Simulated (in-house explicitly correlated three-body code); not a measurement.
Computed with an exponentially correlated three-body code. Model: two electrons around a point charge, non-relativistic, variational in 260 exponentially correlated functions (energies converged to about 1e-7 hartree, or 1e-8 relative for large Z).

Command:
```bash
python run_hyl.py task.json out
```
Settings (lengths in bohr, energies in hartree):
```
Z                      2
screening              2
interaction_strength   1
functions              260
states_tried           1
```

Run time, properties included: 5.6 s on 1 thread of Intel(R) Xeon(R) Platinum 8488C (Sapphire Rapids), on a shared host.

**Ground state only, binding against the one-electron ion.**

Given: nuclear charge 2; Yukawa screening of all interactions 2 1/bohr.

Computed: one-electron threshold -0.04114316 hartree.

| term | energy (hartree) | binding (eV) |
| --- | --- | --- |
| 1 1S | -0.051773521 | 0.28927 |

**Converged states only, values per electron or pair (inverse distances are <exp(-kr)/r>).**

```json
{"term": "1 1S", "mean r (bohr)": "3.6044", "mean r squared (bohr²)": "24.188", "mean inverse r (1/bohr)": "0.16999", "mean r12 (bohr)": "5.7919", "mean inverse r12 (1/bohr)": "0.01447", "mean cosine": "-0.012027", "mean p1 dot p2 (bohr⁻²)": "0.0046879", "delta r1 (bohr⁻³)": "0.37997", "delta r12 (bohr⁻³)": "0.0050916"}
```
